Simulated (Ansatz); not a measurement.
Relaxation of AsH7SSi2 (11 atoms, charge 0, multiplicity 1), to a largest force component of 0.015 eV/Å in at most 40 steps.

Level of theory: RKS PBE0-D4/def2-SVP (Ansatz).

```xyz
11
Properties=species:S:1:pos:R:3:forces:R:3
Si -1.030 1.208 -0.303 -1.63 2.25 -0.78
Si -0.070 -0.525 0.584 1.64 -1.14 0.37
S 1.114 0.114 2.223 0.76 -0.92 0.92
As 1.349 -1.523 -1.018 1.08 -0.15 0.54
H -1.903 0.811 -1.468 0.18 -0.04 0.15
H -1.927 1.914 0.697 0.19 -0.17 -0.20
H -0.033 2.206 -0.780 0.14 0.02 -0.06
H -1.040 -1.462 1.048 -1.04 -0.98 0.35
H 1.582 -1.186 2.532 -0.49 1.33 -0.31
H 0.837 -2.906 -0.645 0.06 -0.12 0.00
H 2.510 -1.554 0.095 -0.89 -0.08 -0.97
```

Q: Where does it end, and by what steps?

A: The run converged. The force dipped under the threshold on the way, but the program's further checks kept it going. After 14 steps the energy has fallen by 0.493 eV; H11 moved furthest, 1.17 Å.

```json
{"step": "0", "energy less start (eV)": "0.0000", "largest force component (eV/Å)": "2.254", "accepted": "yes"}
{"step": "1", "energy less start (eV)": "-0.3852", "largest force component (eV/Å)": "0.658", "accepted": "yes"}
{"step": "2", "energy less start (eV)": "-0.4046", "largest force component (eV/Å)": "0.288", "accepted": "yes"}
{"step": "3", "energy less start (eV)": "-0.4194", "largest force component (eV/Å)": "0.292", "accepted": "yes"}
{"step": "4", "energy less start (eV)": "-0.4422", "largest force component (eV/Å)": "0.115", "accepted": "yes"}
{"step": "5", "energy less start (eV)": "-0.4374", "largest force component (eV/Å)": "0.719", "accepted": "no"}
{"step": "6", "energy less start (eV)": "-0.4521", "largest force component (eV/Å)": "0.085", "accepted": "yes"}
{"step": "7", "energy less start (eV)": "-0.4611", "largest force component (eV/Å)": "0.141", "accepted": "yes"}
{"step": "8", "energy less start (eV)": "-0.4646", "largest force component (eV/Å)": "0.375", "accepted": "yes"}
{"step": "9", "energy less start (eV)": "-0.4860", "largest force component (eV/Å)": "0.130", "accepted": "yes"}
{"step": "10", "energy less start (eV)": "-0.4912", "largest force component (eV/Å)": "0.069", "accepted": "yes"}
{"step": "11", "energy less start (eV)": "-0.4925", "largest force component (eV/Å)": "0.020", "accepted": "yes"}
{"step": "12", "energy less start (eV)": "-0.4929", "largest force component (eV/Å)": "0.012", "accepted": "yes"}
{"step": "13", "energy less start (eV)": "-0.4929", "largest force component (eV/Å)": "0.019", "accepted": "yes"}
{"step": "14", "energy less start (eV)": "-0.4930", "largest force component (eV/Å)": "0.012", "accepted": "yes"}
```

```xyz
11
Properties=species:S:1:pos:R:3
Si -0.968 1.296 -0.312
Si -0.172 -0.696 0.632
S 0.959 -0.085 2.364
As 1.060 -1.882 -1.019
H -1.856 0.970 -1.471
H -1.737 2.089 0.694
H 0.191 2.106 -0.798
H -1.317 -1.578 1.023
H 1.361 -1.331 2.704
H 1.621 -2.854 0.016
H 2.247 -0.937 -0.869
```

Whether the end is a true minimum wasn't checked by a vibrational analysis.

The run took 65 s on 2 threads of Arm Neoverse V1, on a shared host, peak memory 0.32 GiB.
